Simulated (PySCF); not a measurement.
Tc⁺: ionisation energy

Tc⁺ [Kr] 4d5 5s1 (7S) → Tc²⁺ [Kr] 4d5 (6S), as a difference of total energies. All numbers are calculated (PySCF 2.14, scalar relativity through the core potential, in aug-cc-pwCVQZ-PP with ECP28MDF). The calculations carry no spin-orbit coupling.

| method | ionisation energy (eV) | difference from reference (eV) |
| --- | --- | --- |
| UHF | 14.242 | -1.018 |
| BLYP | 15.499 | +0.239 |
| MN15 | 15.325 | +0.065 |

Reference: 15.26 eV (semi-empirical (NIST evaluation); NIST Atomic Spectra Database, ionization energies).
